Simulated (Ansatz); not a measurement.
BeMeI (CH₃BeI). Charge 0, multiplicity 1. Geometry r2SCAN-D4/def2-TZVP.

```xyz
6

Be    0.258    0.519   -0.760
C    -0.196   -0.388    0.569
H    -1.150   -0.054    0.989
H     0.544   -0.330    1.375
H    -0.312   -1.448    0.321
I     0.856    1.700   -2.495
```

In the def2 sets I takes a core potential, while STO-3G treats all electrons; there is no spin–orbit coupling.

Task: Estimate the orbital energies around the gap (eV) in Ansatz with HF/STO-3G, HF/def2-TZVP, PBE-D4/def2-TZVPD, r2SCAN-D4/def2-TZVPD, PBE0-D4/def2-TZVP.

Result: 
```json
{"orbital": "HOMO−13", "HF/STO-3G": "-123.48", "HF/def2-TZVP": "-128.19", "PBE-D4/def2-TZVPD": "-105.14", "r2SCAN-D4/def2-TZVPD": "-107.74", "PBE0-D4/def2-TZVP": "-111.08"}
{"orbital": "HOMO−12", "HF/STO-3G": "-53.65", "HF/def2-TZVP": "-61.81", "PBE-D4/def2-TZVPD": "-49.21", "r2SCAN-D4/def2-TZVPD": "-50.25", "PBE0-D4/def2-TZVP": "-52.59"}
{"orbital": "HOMO−11", "HF/STO-3G": "-53.54", "HF/def2-TZVP": "-61.75", "PBE-D4/def2-TZVPD": "-49.15", "r2SCAN-D4/def2-TZVPD": "-50.19", "PBE0-D4/def2-TZVP": "-52.54"}
{"orbital": "HOMO−10", "HF/STO-3G": "-53.54", "HF/def2-TZVP": "-61.75", "PBE-D4/def2-TZVPD": "-49.15", "r2SCAN-D4/def2-TZVPD": "-50.19", "PBE0-D4/def2-TZVP": "-52.54"}
{"orbital": "HOMO−9", "HF/STO-3G": "-53.33", "HF/def2-TZVP": "-61.66", "PBE-D4/def2-TZVPD": "-49.06", "r2SCAN-D4/def2-TZVPD": "-50.10", "PBE0-D4/def2-TZVP": "-52.44"}
{"orbital": "HOMO−8", "HF/STO-3G": "-53.33", "HF/def2-TZVP": "-61.66", "PBE-D4/def2-TZVPD": "-49.06", "r2SCAN-D4/def2-TZVPD": "-50.10", "PBE0-D4/def2-TZVP": "-52.44"}
{"orbital": "HOMO−7", "HF/STO-3G": "-23.83", "HF/def2-TZVP": "-25.15", "PBE-D4/def2-TZVPD": "-17.32", "r2SCAN-D4/def2-TZVPD": "-17.92", "PBE0-D4/def2-TZVP": "-19.27"}
{"orbital": "HOMO−6", "HF/STO-3G": "-18.75", "HF/def2-TZVP": "-24.15", "PBE-D4/def2-TZVPD": "-16.73", "r2SCAN-D4/def2-TZVPD": "-17.65", "PBE0-D4/def2-TZVP": "-19.06"}
{"orbital": "HOMO−5", "HF/STO-3G": "-13.66", "HF/def2-TZVP": "-14.77", "PBE-D4/def2-TZVPD": "-9.58", "r2SCAN-D4/def2-TZVPD": "-9.95", "PBE0-D4/def2-TZVP": "-11.07"}
{"orbital": "HOMO−4", "HF/STO-3G": "-13.66", "HF/def2-TZVP": "-14.77", "PBE-D4/def2-TZVPD": "-9.58", "r2SCAN-D4/def2-TZVPD": "-9.95", "PBE0-D4/def2-TZVP": "-11.07"}
{"orbital": "HOMO−3", "HF/STO-3G": "-11.18", "HF/def2-TZVP": "-12.85", "PBE-D4/def2-TZVPD": "-8.63", "r2SCAN-D4/def2-TZVPD": "-8.93", "PBE0-D4/def2-TZVP": "-9.86"}
{"orbital": "HOMO−2", "HF/STO-3G": "-9.84", "HF/def2-TZVP": "-11.85", "PBE-D4/def2-TZVPD": "-7.46", "r2SCAN-D4/def2-TZVPD": "-7.75", "PBE0-D4/def2-TZVP": "-8.79"}
{"orbital": "HOMO−1", "HF/STO-3G": "-8.12", "HF/def2-TZVP": "-10.35", "PBE-D4/def2-TZVPD": "-6.83", "r2SCAN-D4/def2-TZVPD": "-7.10", "PBE0-D4/def2-TZVP": "-7.92"}
{"orbital": "HOMO", "HF/STO-3G": "-8.12", "HF/def2-TZVP": "-10.35", "PBE-D4/def2-TZVPD": "-6.83", "r2SCAN-D4/def2-TZVPD": "-7.10", "PBE0-D4/def2-TZVP": "-7.92"}
{"orbital": "LUMO", "HF/STO-3G": "6.24", "HF/def2-TZVP": "1.43", "PBE-D4/def2-TZVPD": "-1.15", "r2SCAN-D4/def2-TZVPD": "-0.72", "PBE0-D4/def2-TZVP": "-0.31"}
{"orbital": "LUMO+1", "HF/STO-3G": "6.24", "HF/def2-TZVP": "2.55", "PBE-D4/def2-TZVPD": "-1.15", "r2SCAN-D4/def2-TZVPD": "-0.72", "PBE0-D4/def2-TZVP": "-0.31"}
{"orbital": "LUMO+2", "HF/STO-3G": "9.17", "HF/def2-TZVP": "2.55", "PBE-D4/def2-TZVPD": "-0.95", "r2SCAN-D4/def2-TZVPD": "-0.36", "PBE0-D4/def2-TZVP": "-0.23"}
{"orbital": "LUMO+3", "HF/STO-3G": "19.84", "HF/def2-TZVP": "4.27", "PBE-D4/def2-TZVPD": "0.07", "r2SCAN-D4/def2-TZVPD": "0.70", "PBE0-D4/def2-TZVP": "1.65"}
{"orbital": "LUMO+4", "HF/STO-3G": "19.85", "HF/def2-TZVP": "4.47", "PBE-D4/def2-TZVPD": "0.59", "r2SCAN-D4/def2-TZVPD": "1.16", "PBE0-D4/def2-TZVP": "2.05"}
{"orbital": "LUMO+5", "HF/STO-3G": "19.86", "HF/def2-TZVP": "5.72", "PBE-D4/def2-TZVPD": "0.59", "r2SCAN-D4/def2-TZVPD": "1.16", "PBE0-D4/def2-TZVP": "3.12"}
```
